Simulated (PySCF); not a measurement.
# What a mistake does to a calculation on AlC3H8

Calculated results; nothing here was measured. They come from PySCF 2.14.0, an open-source quantum chemistry program, on an isolated molecule that a program drew, which may never have been made. The molecule is AlC3H8 (charge 0, doublet), drawn as the SMILES string `C[C](C)[AlH2]`.

Each row is a Hartree-Fock (HF) and frozen-core CCSD(T) single point in the cc-pV(D+d)Z basis, meant for a local HF minimum. Run 1 is clean. Each other run has one planted mistake out of seven kinds, and not every kind appears here: one electron removed, one electron added, multiplicity raised by two, geometry at a saddle point, minimal basis STO-3G, one bond length entered in bohr, all coordinates scaled. The reference is restricted for singlets and unrestricted otherwise, and also for a bond in bohr. Adding or removing an electron swaps singlet and doublet. Electrons count all cores. HOMO and LUMO are orbital energies over both spins, the gradient is its largest component, and the lowest frequency (negative if imaginary) is given only where the gradient is small. Bond lengths are over the 11 bonds as drawn. T1 is the CCSD diagnostic: over 0.02 (restricted) or 0.045 (unrestricted) a single reference is doubtful.

Geometry of the clean run:
```xyz
12
AlC3H8, angstrom
C     0.5603   -2.2482    0.0338
C    -0.3405   -1.1226   -0.4197
C     0.3464   -0.1185   -1.3166
Al   -2.1983   -0.9806    0.0984
H     0.0537   -2.9669    0.6806
H     1.4258   -1.8576    0.5835
H     0.9600   -2.7987   -0.8269
H     1.2053    0.3359   -0.8071
H     0.7400   -0.6055   -2.2175
H    -0.3136    0.6893   -1.6380
H    -3.0683    0.2355   -0.4244
H    -2.8366   -2.0813    1.0417
```

```
run  electrons  basis functions  <S^2>  HOMO (eV)  LUMO (eV)  gradient (hartree/bohr)  lowest frequency (cm^-1)  mean bond (Å)  longest bond (Å)      T1  HF (hartree)  CCSD(T) (hartree)                 mistake
  1         39              105  0.760      -8.94       0.97                  1.3e-05                       139         1.3360             1.934  0.0130    -360.14220         -360.69396                no fault
  2         39              105  0.761      -8.99       0.94                  9.8e-03                         -         1.3574             1.965  0.0133    -360.13966         -360.69404  all coordinates scaled
  3         38              105  0.000     -16.13      -5.95                  8.3e-02                         -         1.3360             1.934  0.0150    -359.87240         -360.40696    one electron removed
  4         40              105  0.000      -0.76       7.32                  4.8e-02                         -         1.3360             1.934  0.0140    -360.11626         -360.72171      one electron added
  5         39              105  3.773      -4.42      -2.07                  1.3e-01                         -         1.3360             1.934  0.0261    -359.94883         -360.49100                       ?
```

**Which mistake was planted in run 5, and what did it cost?**

Electrons, basis and geometry are unchanged, and <S^2> is 3.773, beside S(S+1) = 3.75 for a multiplicity of 4. So the mistake is: multiplicity raised by two. Subtracting run 1 and multiplying by 627.51 kcal/mol a hartree, the energy moved by 121.3 kcal/mol in HF and 127.4 kcal/mol in CCSD(T).

